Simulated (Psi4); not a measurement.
Here is a job for Psi4.
```
memory 2 GB

molecule {
0 1
O    -0.17309959    1.48064875    1.13465632
Si   -0.01171876    0.30281940    0.01002114
F     0.09356194    1.26421062   -1.28952389
Si    2.05299128   -0.72411027    0.22290871
Si   -1.99891697   -0.86568739   -0.20974162
H    -0.26315413    1.31240421    2.06504443
H     2.09736128   -1.50846557    1.46720298
H     3.20923915    0.17655173    0.27748156
H     2.29124837   -1.66513851   -0.87493900
H    -3.20242666   -0.04632576   -0.38706667
H    -1.94262933   -1.79839624   -1.33859449
H    -2.23987691   -1.67601957    0.99470033
}

set {
  basis sto-3g
}

energy('pbe')
print_variables()
```

Predict the number of basis functions from PBE/STO-3G run with Psi4 1.11.

44

What is the computed dipole moment (PBE/STO-3G)?

1.43 D

Predict the total energy from PBE/STO-3G.

-1034.5314 Eh

What nuclear repulsion energy does PBE/STO-3G give?

370.0052 Eh

Roughly what does it cost on one core?

roughly 13 core-seconds.
